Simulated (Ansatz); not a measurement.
`F[Si](F)(F)[SiH2]Cl` + H₂S → `F[Si](F)(F)S` + `[SiH3]Cl`  (cleavage of the Si–Si bond)

Isolated molecules relaxed with PBE0-D4/def2-TZVP in Ansatz; ΔE leaves out vibrations. CCSD(T)/CBS adds triple-zeta CCSD(T) − MP2 to the extrapolated MP2 energy (def2 sets, frozen cores). This one scheme is used for every species. DFT in def2-TZVPP. Each species was taken in one conformer, which may not be the lowest.

```
  level  ΔE (kJ/mol)
r2SCAN0        -75.5
LC-ωPBE        -68.6
```

Q: What does CCSD(T)/CBS give? (Estimate.)

A: Ansatz gave: -71.9 kJ/mol. The listed levels differ from it by -3.6, 3.3 kJ/mol.

Largest T1 diagnostic among the species: 0.012.

From PBE to PBE0 (25 % exact exchange), in def2-TZVPP and without D4, ΔE moves by −6.2 kJ/mol. Leaving LDA and LC-ωPBE aside and taking each functional with its dispersion term where it has one, the values, not all of them listed here, spread over 16.5 kJ/mol, from ωB97M-V to PBE-D4.
